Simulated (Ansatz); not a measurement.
Consider the formal exchange of groups at the Sn–F bond: `N#[C][Sn]([F])([F])[F]` + CH₄ → `[CH3][Sn]([F])([F])[C]#N` + H–F.

Computed with Ansatz on PBE0-D4/def2-TZVP structures; ΔE is electronic, products minus reactants. CBS: MP2 limit from def2 TZ/QZ plus the TZ coupled-cluster correction, frozen cores. This one scheme is used for every species. Functionals use def2-TZVPP. B3LYP here is the variant with VWN-RPA as its local correlation; programs differ in this. Elements past krypton have def2 core potentials. For Sn outer-core shells are correlated without core-valence functions, which leaves a few kJ/mol of doubt a bond.

Is it downhill or uphill in electronic energy at CCSD(T)/CBS, and by how much? (An estimate is asked.)

Computed: Uphill: ΔE = +5.4 kcal/mol.

What do these levels give: PBE-D4, revPBE-D4, B3LYP-D4, r2SCANh-D4, r2SCAN0, CAM-B3LYP, MP2/def2-SVP, CCSD/def2-SVP, HF/def2-TZVPP, CCSD(T)/def2-TZVPP, SCS-MP2/def2-QZVPP, MP2/CBS(def2)? (Estimate.)

Computed: PBE-D4 6.7, revPBE-D4 7.1, B3LYP-D4 7.4, r2SCANh-D4 7.7, r2SCAN0 6.8, CAM-B3LYP 8.7, MP2/def2-SVP 10.4, CCSD/def2-SVP 9.6, HF/def2-TZVPP 9.8, CCSD(T)/def2-TZVPP 5.3, SCS-MP2/def2-QZVPP 6.7, MP2/CBS(def2) 4.3 kcal/mol.

Largest T1 diagnostic among the species: 0.015.

At CCSD(T), def2-SVP lies +4.3 kcal/mol from the extrapolated value and def2-TZVPP −0.0 kcal/mol. The D4 term adds −1.2 kcal/mol with B3LYP and −0.7 kcal/mol with PBE0; it sums over pairs of atoms, weighted by their polarisabilities, and B3LYP, whose exchange is more repulsive, gets the larger term.
